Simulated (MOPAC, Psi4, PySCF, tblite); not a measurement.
Interaction energy of C2H3N ··· H3O+ (SMILES CC#N and [OH3+]) (charge +1). Monomers: optimised at B3LYP-D3(BJ) (def2-TZVP), held rigid. Orientation: a random orientation, not optimised. R is the distance of the centres of mass, along which the second monomer moves.

Geometry at R = 3.65 Å (first 6 atoms: monomer A):
```
10

C     -0.4884    -0.0073     0.0112
C      0.9654     0.0143    -0.0219
N      2.1144     0.0315    -0.0483
H     -0.8736    -0.6164    -0.8068
H     -0.8364    -0.4267     0.9553
H     -0.8813     1.0046    -0.0895
O      2.7930    -3.0085    -0.2068
H      3.6087    -3.5537    -0.2072
H      2.1187    -3.3156    -0.8500
H      2.4310    -2.8493     0.6911
```

GFN2-xTB (tblite); RKS-LDA (SVWN5)/6-31G* = restricted LDA (SVWN5)/6-31G*, spherical d, no counterpoise correction run with PySCF; AM1, restricted, heats of formation (MOPAC); SAPT0/jun-cc-pVDZ, frozen core (Psi4).

Interaction energies in kJ/mol; the last columns give the difference from SAPT0:

| R / Å | GFN2-xTB | RKS-LDA (SVWN5)/6-31G* | AM1 | SAPT0/jun-cc-pVDZ | GFN2-xTB − SAPT0/jun-cc-pVDZ | RKS-LDA (SVWN5)/6-31G* − SAPT0/jun-cc-pVDZ | AM1 − SAPT0/jun-cc-pVDZ |
|---|---|---|---|---|---|---|---|
| 3.02 | -22.27 | -40.52 | -0.47 | -18.71 | -3.56 | -21.81 | 18.24 |
| 3.26 | -25.63 | -44.10 | -12.89 | -30.08 | 4.45 | -14.03 | 17.19 |
| 3.43 | -25.59 | -42.69 | -15.60 | -32.85 | 7.27 | -9.83 | 17.26 |
| 3.65 | -24.52 | -38.83 | -15.79 | -33.24 | 8.72 | -5.59 | 17.45 |
| 3.87 | -23.13 | -34.33 | -15.01 | -31.91 | 8.78 | -2.43 | 16.90 |
| 4.05 | -21.96 | -30.82 | -14.37 | -30.28 | 8.32 | -0.54 | 15.92 |
| 4.39 | -19.87 | -25.32 | -13.37 | -26.93 | 7.06 | 1.60 | 13.55 |
| 4.64 | -18.44 | -22.30 | -12.69 | -24.57 | 6.13 | 2.27 | 11.88 |
| 5.16 | -15.82 | -17.99 | -11.26 | -20.38 | 4.56 | 2.39 | 9.12 |
| 5.86 | -12.99 | -14.32 | -9.45 | -16.18 | 3.18 | 1.86 | 6.72 |
| 6.88 | -9.99 | -10.77 | -7.37 | -12.06 | 2.06 | 1.29 | 4.69 |
| 8.13 | -7.50 | -7.93 | -5.56 | -8.84 | 1.34 | 0.91 | 3.28 |

GFN2-xTB is furthest from SAPT0/jun-cc-pVDZ at 3.87 (8.78 kJ/mol, above); its mean absolute difference over the points is 5.45 kJ/mol.

RKS-LDA (SVWN5)/6-31G* is furthest from SAPT0/jun-cc-pVDZ at 3.02 (-21.81 kJ/mol, below); its mean absolute difference over the points is 5.38 kJ/mol.

AM1 is furthest from SAPT0/jun-cc-pVDZ at 3.02 (18.24 kJ/mol, above); its mean absolute difference over the points is 12.68 kJ/mol.
